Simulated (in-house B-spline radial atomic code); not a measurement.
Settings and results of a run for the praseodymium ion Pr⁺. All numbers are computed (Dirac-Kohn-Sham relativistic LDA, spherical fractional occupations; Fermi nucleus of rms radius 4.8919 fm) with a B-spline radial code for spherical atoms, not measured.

Command:
```bash
python run_scf.py task.json out
```
Settings (nuclear radius in fm, mass in u):
```
Z                59
configuration    [Xe] 4f3 6s1
hamiltonian      dirac
method           lda_x_rel,vwn
spin_polarised   False
nucleus          fermi
rms_radius       4.8919
atomic_mass      140.90766
speed_of_light   137.035999084
```

Output (hartree, bohr):
```
 radial grid: 81 intervals, B-splines of order 8, outer radius 60 bohr

 iter        energy (Eh)    residual
    1       -9208.291565    5.04e-01
    2       -9209.976604    5.94e-01
    3       -9220.399702    8.64e-02
    4       -9220.655901    2.72e-02
    5       -9220.679039    1.75e-02
    6       -9220.684533    3.00e-03
    7       -9220.684930    1.53e-03
    8       -9220.685023    4.18e-05
    9       -9220.685023    4.75e-06
   10       -9220.685023    4.92e-07

 total energy                     -9220.68502
 kinetic                            9885.4641
 electron-nucleus                 -22480.2190
 Hartree                            3569.0068
 exchange-correlation               -194.9370

 first-order corrections (not in the total)
   Gaunt                             8.6963
   retardation                      -0.9107
   frequency dependence             -0.1002
   self-energy                       5.9854
   Uehling                          -0.8953
   Wichmann-Kroll                    0.0247
   recoil                            0.0236

 orbital      occ     eigenvalue          <r>       <r^2>       <1/r>       <r^4>     <1/r^3>       r_max    small
 1s1/2      2.000     -1525.8747    0.0241901 0.000795782     64.4186 1.67029e-06           -     0.01548  4.74e-02
 2s1/2      2.000      -245.8989     0.102914   0.0125547     15.2286 0.000272357           -     0.08773  1.03e-02
 2p1/2      2.000      -232.7154    0.0862714  0.00917691     15.2188 0.000170367           -     0.06667  1.04e-02
 2p3/2      4.000      -215.1799    0.0925515     0.01043     13.7409  0.00021381     7456.38     0.07201  9.76e-03
 3s1/2      2.000       -53.2291     0.272911    0.085232     5.50695    0.011008           -      0.2501  3.19e-03
 3p1/2      2.000       -47.5656     0.262358   0.0800139       5.426   0.0101693           -      0.2366  3.14e-03
 3p3/2      4.000       -44.0900     0.274641   0.0874578     5.05529   0.0120744     1519.28      0.2482  2.96e-03
 3d3/2      4.000       -34.1190     0.245535   0.0711295     4.92853  0.00911464      251.03      0.1986  2.84e-03
 3d5/2      6.000       -33.3659     0.249387    0.073237     4.83444  0.00961636     227.548      0.2019  2.79e-03
 4s1/2      2.000       -10.7351     0.623957    0.439736     2.28892    0.282024           -      0.5804  9.92e-04
 4p1/2      2.000        -8.6090     0.641272     0.46823     2.18562     0.32905           -      0.5883  9.25e-04
 4p3/2      4.000        -7.8554     0.669446    0.510005      2.0609    0.390377      330.17      0.6133  8.64e-04
 4d3/2      4.000        -4.3452     0.722346    0.606176     1.84093    0.601968     45.1959      0.6314  7.15e-04
 4d5/2      6.000        -4.2125     0.732484    0.623183     1.80994    0.636468     40.5172      0.6397  6.98e-04
 5s1/2      2.000        -1.6489      1.50874     2.56194    0.882315      9.7484           -       1.353  2.12e-04
 5p1/2      2.000        -1.0796       1.7041     3.29803    0.773378     16.8859           -       1.484  1.67e-04
 5p3/2      4.000        -0.9760      1.79412     3.65741    0.728784     20.8384     44.8366       1.557  1.51e-04
 4f5/2      1.286        -0.2792      1.15617     1.86433     1.19841     12.2518      4.3982      0.6892  3.40e-04
 4f7/2      1.714        -0.2665      1.17642     1.94168     1.18308     13.5572     4.24764      0.6947  3.33e-04
 6s1/2      1.000        -0.3053      4.03622     18.2586    0.312772     491.368           -       3.579  3.14e-05
```

Run time, properties included: 2.8 s on 1 thread of Arm Neoverse V1 (shared host).

For the Dirac Hamiltonian the kinetic term is c α·p + (β - 1)c².
